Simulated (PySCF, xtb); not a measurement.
N,N-dimethylethenamine (C4H9N), SMILES C=CN(C)C. The values are those of a single conformer.

Harmonic wavenumbers (cm⁻¹) from GFN2-xTB (xtb) at its own minimum, in rising order: 138, 168, 182, 256, 315, 420, 543, 638, 796, 830, 985, 1017, 1051, 1087, 1101, 1123, 1247, 1330, 1341, 1407, 1422, 1435, 1480, 1481, 1498, 1501, 1704, 2873, 2886, 2984, 3011, 3016, 3023, 3050, 3130, 3152.

Question: What does B3LYP-D3(BJ)/def2-SVP run with PySCF give at its own minimum? (An estimate is asked for; the answer gives what the named calculation found.)

Answer: 143, 203, 218, 276, 321, 427, 573, 700, 798, 816, 994, 1022, 1084, 1117, 1123, 1161, 1293, 1328, 1384, 1428, 1437, 1453, 1457, 1469, 1486, 1507, 1707, 2952, 2960, 3062, 3069, 3118, 3122, 3150, 3167, 3258. Paired by order, the mean absolute difference is 36 cm⁻¹ and the zero-point energies are 76.7 and 78.3 kcal/mol.
